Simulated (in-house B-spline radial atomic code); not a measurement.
Values are calculated unless marked as measured or tabulated.
Yb III (Yb2+) at several levels of theory

Ground configuration [Xe] 4f14. All numbers come from an all-electron radial atomic-structure program (B-spline basis), all electrons, at the radial basis limit. Mean-field, RPA, GW and linear-response runs are scalar-relativistic (one-electron X2C), no spin-orbit coupling, without Breit or QED terms, open shells spin-polarised at highest spin; the many-body runs on Dirac-Hartree-Fock orbitals are four-component, and their energies hold both.

Without the two-electron picture change, the correlation of inner shells comes somewhat too large for so heavy an element.

**Ionisation energy.** The reference is 25.053 ± 0.025 eV (NIST, semi-empirical). It runs between the lowest fine-structure levels, while the runs without spin-orbit coupling give shell averages, so part of their difference is this splitting, and a close match can be a cancellation.

```csv
method,value (eV),minus reference (eV)
minus the highest LDA VWN5 level,17.96,-7.09
minus the highest PBE level,17.63,-7.43
minus the highest r2SCAN level,17.37,-7.68
minus the highest PBE0 level,20.40,-4.65
G0W0 on PBE0,25.40,+0.34
minus the highest B3LYP (VWN-RPA) level,19.91,-5.14
minus the highest CAM-B3LYP level,21.84,-3.21
minus the highest LC-wPBE level,22.71,-2.34
minus the highest Hartree-Fock level,28.10,+3.05
G0W0 on Hartree-Fock,24.86,-0.19
Dirac-Fock + self-energy with TDHF screening (4f7/2),24.18,-0.87
```

Q: Which methods come closest, and which lies farthest off?

A: Closest: G0W0 on Hartree-Fock (-0.19 eV) and G0W0 on PBE0 (+0.34 eV). Farthest: minus the highest r2SCAN level (-7.68 eV).

**Static dipole polarisability and C6** of two like species, by linear response (no reference value is at hand):

```tsv
method	α (bohr³)	C6 (hartree·bohr⁶)
LDA VWN5	7.756	37.09
PBE	7.902	37.58
PBE0	7.238	35.7
B3LYP (VWN-RPA)	7.439	36.23
CAM-B3LYP	7.461	36.16
LC-wPBE	7.706	36.69
TDHF	6.294	33
relativistic RPA (four-component TDHF)	6.386	33.36
```

Q: What mean excitation energy do α and C6 imply in London's formula C6 = (3/4) α² ω?

A: LDA VWN5: ω = 0.822 hartree; relativistic RPA (four-component TDHF): ω = 1.091 hartree. A method that puts the excitations lower gives a larger α and a smaller ω.

Run times on one thread of shared hosts: mean field, RPA, SOSEX and G0W0 on PBE, 7.4 s (Arm Neoverse N1); TDDFT with PBE, 7 s (Arm Neoverse N1); removal energies by the self-energy, 110 s (Intel Xeon 6975P-C).
